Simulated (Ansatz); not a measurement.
These are frozen-core CCSD(T)/cc-pVTZ // B3LYP-D3(BJ)/def2-TZVP run with Ansatz (a first-principles code) values and carry that method's errors.

Ansatz 0.2 input:
```yaml
crystal:
  periodic: [false, false, false]
  atoms:
    - { symbol: Si, position_ang: [-0.83306, -0.015583, -0.148774] }
    - { symbol: Ga, position_ang: [1.435339, -0.92543, -0.792231] }
    - { symbol: Cl, position_ang: [3.028493, 0.463298, -0.144033] }
    - { symbol: H, position_ang: [-0.876817, 0.150273, 1.324092] }
    - { symbol: H, position_ang: [-1.890671, -0.959445, -0.578401] }
    - { symbol: H, position_ang: [-1.025656, 1.292613, -0.819831] }
basis:
  gaussian: { orbitals: cc-pVTZ }
correlation:
  method: ccsd_t
magnetization:
  spin_polarized: true
  initial_magnetization: 1
```

Output:

```
Functional definition: HF
923 factors; integrals over basis functions are off by at most 1.0e-3 eV
mean field evaluation 1: about -72748.8573 eV, gradient 1.2e1 eV
mean field evaluation 2: about -72748.8602 eV, gradient 1.2e1 eV
mean field evaluation 4: about -72750.5804 eV, gradient 2.2e0 eV
mean field evaluation 8: about -72750.6934 eV, gradient 2.0e-1 eV
mean field evaluation 16: about -72750.3062 eV, gradient 6.1e0 eV
mean field evaluation 32: about -72748.6076 eV, gradient 8.5e-3 eV
mean field -72750.69543815 eV, -2673.5387451595 hartree, gradient 2.4e-6 eV, S^2 0.769830; 1 other end points of the search recorded, 0 dependent functions left out
determinant -72750.69543815 eV, -2673.5387451595 hartree, with singles and doubles -72764.02237501 eV, -2674.0285010560 hartree
determinant -72748.60756957 eV, -2673.4620174045 hartree, with singles and doubles -72761.92514513 eV, -2673.9514292793 hartree
19 core orbitals not correlated
reference -72750.69543815 eV, -2673.5387451595 hartree; 14, 13 occupied and 120, 121 virtual orbitals, 923 factors
second order -11.97955357 eV of doubles, -0.00000000 eV of singles
cycle   1  -13.18664020 eV  change   -5.6e-1 eV  update   2.3e-2
cycle   2  -13.20594239 eV  change   -1.9e-2 eV  update   6.2e-3
cycle   3  -13.20721030 eV  change   -1.3e-3 eV  update   2.8e-3
cycle   4  -13.20966885 eV  change   -2.5e-3 eV  update   1.2e-3
cycle   5  -13.20999601 eV  change   -3.3e-4 eV  update   6.0e-4
cycle   6  -13.21019224 eV  change   -2.0e-4 eV  update   2.5e-4
cycle   7  -13.21026903 eV  change   -7.7e-5 eV  update   1.1e-4
cycle   8  -13.21024914 eV  change    2.0e-5 eV  update   4.6e-5
cycle   9  -13.21024688 eV  change    2.3e-6 eV  update   1.8e-5
perturbative correction -0.59203358 eV, -0.0217568328 hartree
Total energy: -72764.49771861 eV, -2674.0459696107 hartree
```

Cost: roughly 4 core-minutes.
